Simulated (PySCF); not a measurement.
The scaffold SiH2(OH)-X carries different groups X. All species are isolated molecules in the gas phase. One relaxed conformer stands for each flexible species; it need not be the lowest. Strings in code marks are SMILES.

The four lowest singlet excitations (Tamm–Dancoff). Computed with B3LYP-D3(BJ)/def2-TZVP // PBE0-D4/def2-TZVP (PySCF 2.14.0). B3LYP has the VWN-RPA correlation part, as in Gaussian. Excitations are Tamm–Dancoff values on a coarser integration grid. The basis has no diffuse functions, so Rydberg states are missing or too high.

```
state  energy (eV)  wavelength (nm)  oscillator strength
-----  -----------  ---------------  -------------------
S1            6.85              181                0.003
S2            7.73              160                0.010
S3            8.04              154                0.051
S4            8.24              151                0.047
```

### Question
Name which member gives these states.
(A) `O[SiH2]CF` (H–O–Si–C torsion 60°, O–Si–C–F torsion -60°)
(B) `O=C[SiH2]O` (O–C–Si–O torsion 0°, C–Si–O–H torsion 0°)
(C) `O[SiH2]C1CC1` (H–O–Si–C torsion 56°, O–Si–C–C torsion -156°)
(D) `C[S@](=O)[SiH2]O` (O–S–Si–O torsion -17°, S–Si–O–H torsion 14°)

### Answer
A, `O[SiH2]CF` (H–O–Si–C torsion 60°, O–Si–C–F torsion -60°)
